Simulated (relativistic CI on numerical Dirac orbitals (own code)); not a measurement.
What each ingredient does to the levels of Hf²⁷⁺

Base calculation: Dirac-Coulomb-Breit CI, orbitals from a KLI potential per configuration, model QED (radiative potential, 1s self-energy scaled to tabulated hydrogen-like ionisation energies), unscaled Slater integrals.

Configurations in the expansion (outside the closed core [Ar] 3d10): 4s2.4p6.4d9, 4s2.4p5.4d10, 4s2.4p6.4d8.4f, 4s.4p6.4d10, 4s2.4p5.4d9.4f, 4s.4p6.4d9.4f, 4s2.4p6.4d8.5s, 4s2.4p6.4d8.5p, 4s2.4p6.4d7.4f.5s, 4s2.4p6.4d8.5d, 4s2.4p5.4d9.5s, 4s2.4p6.4d7.5s.5p, 4s2.4p6.4d8.5f, 4s2.4p5.4d9.5p, 4s2.4p6.4d8.6s, 4s2.4p6.4d8.5g, 4s2.4p6.4d8.6p, 4p6.4d10.4f, 4s.4p6.4d8.4f.5s, 4s2.4p5.4d9.5d, 4s.4p6.4d9.5s, 4p6.4d9.4f2, 4p5.4d10.4f2, 4p6.4d8.4f3, 4p5.4d9.4f3, 4p6.4d8.4f2.5s, 4s2.4p6.4d7.5s2, 4s2.4p6.4d6.4f.5s2, 4s2.4p5.4d7.4f.5s2, 4s.4p6.4d7.4f.5s2. Double excitations out of closed p, d and f shells are left out; levels of such configurations are missing from the list, as are those of other unlisted configurations, and high levels can miss mixing partners. These lack a partner that the ground configuration has and come out too high: 4s2.4p6.4d8.5p, 4s2.4p6.4d8.5d, 4s2.4p5.4d9.5s, 4s2.4p6.4d8.5f, 4s2.4p5.4d9.5p.

Variants: (1) P86 correlation estimate; (2) QED terms removed; (3) configuration mixing switched off. Shifts of the energy above 4s2.4p6.4d9 2D_5/2, in cm⁻¹, for the lowest level and the first level of each name with at least 55 % of one term (blank where a level changes its place among those of its configuration and J or its character, or is not in the variant):

| Level | Base | Δ(1) | Δ(2) | Δ(3) |
| --- | --- | --- | --- | --- |
| 4s2.4p6.4d9 2D_5/2 | 0 | 0 | 0 | 0 |
| 4s2.4p6.4d9 2D_3/2 | 113311 | -1 | -298 | -688 |
| 4s2.4p5.4d10 2P°_3/2 | 1368196 | +1187 | +759 | +111441 |
| 4s2.4p6.4d8.4f 4F°_7/2 | 1466499 | +857 | +118 | -13381 |
| 4s2.4p6.4d8.4f 4F°_9/2 | 1486047 | +857 | +75 | -13521 |
| 4s2.4p6.4d8.4f 4I°_15/2 | 1504466 | +856 | +46 | -13840 |
| 4s2.4p6.4d8.4f 4H°_13/2 | 1518768 | +857 | +45 | -13309 |
| 4s2.4p6.4d8.4f 4F°_3/2 | 1562958 | +858 | -90 | -13799 |
| 4s2.4p6.4d8.4f 4I°_11/2 | 1602139 | +856 | -144 | -13709 |
| 4s2.4p6.4d8.4f 2D°_5/2 | 1625372 | +857 | -170 | -13075 |
| 4s2.4p6.4d8.4f 2K°_15/2 | 1642628 | +856 | -240 | -13845 |
| 4s2.4p6.4d8.4f 4D°_5/2 | 1674388 | +857 | -177 | -12935 |
| 4s2.4p6.4d8.4f 2I°_11/2 | 1685036 | +856 | -146 | -13761 |

At this charge energies of transitions that change n are usually good to better than 1 %, and those within a shell (Δn = 0) to a few per cent.

Ionisation energy from the two ground configurations alone: base 1046.59 eV; P86 correlation estimate 1048.66 eV. The NIST ASD value (theoretical) is 1047 eV.

LS names give the leading component of a level, which can be under half, so a name can repeat, a term be missing and a line seem to break the LS rules.
